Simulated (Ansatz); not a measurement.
Relaxation of C2H6FNSi (11 atoms, charge 0, multiplicity 1), to a largest force component of 0.015 eV/Å in at most 40 steps.

Method: Ansatz 0.2.0, RKS B3LYP/6-31G*.

```xyz
11
Properties=species:S:1:pos:R:3
C 1.219 1.206 0.901
C 0.807 0.033 0.458
F -0.514 -0.107 0.349
Si 1.761 -1.380 0.009
N 1.523 -2.703 1.098
H 0.448 2.045 1.117
H 2.248 1.491 1.026
H 1.425 -1.901 -1.333
H 3.275 -1.076 0.035
H 0.545 -2.900 1.050
H 1.731 -2.344 2.010
```

Where does it end, and by what steps?

The run converged. After 10 steps the energy has fallen by 0.560 eV; H10 moved furthest, 0.43 Å.

```tsv
step	energy less start (eV)	largest force component (eV/Å)	accepted
0	0.0000	3.115	yes
1	-0.4171	1.223	yes
2	-0.4961	0.663	yes
3	-0.5325	0.356	yes
4	-0.5518	0.227	yes
5	-0.5536	0.190	yes
6	-0.5584	0.078	yes
7	-0.5591	0.024	yes
8	-0.5593	0.018	yes
9	-0.5595	0.022	yes
10	-0.5596	0.012	yes
```

```xyz
11
Properties=species:S:1:pos:R:3
C 1.216 1.377 0.815
C 0.764 0.171 0.472
F -0.592 -0.017 0.378
Si 1.763 -1.385 0.079
N 1.504 -2.749 1.112
H 0.541 2.205 1.015
H 2.283 1.556 0.901
H 1.388 -1.823 -1.289
H 3.188 -0.973 0.161
H 0.670 -3.308 0.980
H 1.742 -2.691 2.096
```

Whether the end is a true minimum wasn't checked by a vibrational analysis.

Time of the run: 41 s on 1 thread of Intel(R) Xeon(R) Platinum 8488C (Sapphire Rapids), on a shared host, peak memory 0.22 GiB.
